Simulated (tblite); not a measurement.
Isomers of C5H10N2O2Si. Level: GFN2-xTB in tblite, geometry and Hessian alike; calculated harmonic values, unscaled, isolated species. Against measured fundamentals such values can be off by several per cent, at times by over 20. Modes of hydrogen on silicon can be 10 to 20 % off. One conformer each.

Electronic energies: GFN2-xTB at the same geometries; isomer energies are rough at this level and their order can be wrong.

| SMILES | electronic energy, lowest = 0 (kJ/mol) |
| --- | --- |
| C=C([SiH2]N)C(=O)CC(N)=O | 335.1 |
| CO[Si@@H](O)n1ccc(N)c1 | 0.0 |
| C/N=C/[C@@H]1C[Si@H](C(N)=O)O1 | 315.3 |

**Question.** How do GFN2-xTB zero-point energies change the relative energies?

**Answer.** 
```json
{"SMILES": "CO[Si@@H](O)n1ccc(N)c1", "ZPE (kJ/mol)": "395.0", "of it from modes above 1550 cm⁻¹": "196.9", "electronic (kJ/mol)": "0.0", "with ZPE, lowest = 0 (kJ/mol)": "0.0", "lowest mode (cm⁻¹)": "26", "rings": "1"}
{"SMILES": "C/N=C/[C@@H]1C[Si@H](C(N)=O)O1", "ZPE (kJ/mol)": "393.6", "of it from modes above 1550 cm⁻¹": "198.6", "electronic (kJ/mol)": "315.3", "with ZPE, lowest = 0 (kJ/mol)": "313.9", "lowest mode (cm⁻¹)": "56", "rings": "1"}
{"SMILES": "C=C([SiH2]N)C(=O)CC(N)=O", "ZPE (kJ/mol)": "383.1", "of it from modes above 1550 cm⁻¹": "213.3", "electronic (kJ/mol)": "335.1", "with ZPE, lowest = 0 (kJ/mol)": "323.2", "lowest mode (cm⁻¹)": "28", "rings": "0"}
```

The zero-point energies span 11.9 kJ/mol, from `C=C([SiH2]N)C(=O)CC(N)=O` to `CO[Si@@H](O)n1ccc(N)c1`. The order is unchanged.

**Question.** What do entropy and thermal enthalpy add at 298.15 K and 1 bar (rigid rotor, harmonic oscillator, one conformer each)?

**Answer.** 
| SMILES | point group | symmetry number | S (J/(mol K)) | H − H(0) (kJ/mol) | ZPE + H − H(0) − TS (kJ/mol) |
| --- | --- | --- | --- | --- | --- |
| CO[Si@@H](O)n1ccc(N)c1 | C1 | 1 | 467.4 | 34.96 | 290.6 |
| C/N=C/[C@@H]1C[Si@H](C(N)=O)O1 | C1 | 1 | 440.6 | 32.81 | 295.0 |
| C=C([SiH2]N)C(=O)CC(N)=O | C1 | 1 | 473.5 | 35.65 | 277.5 |
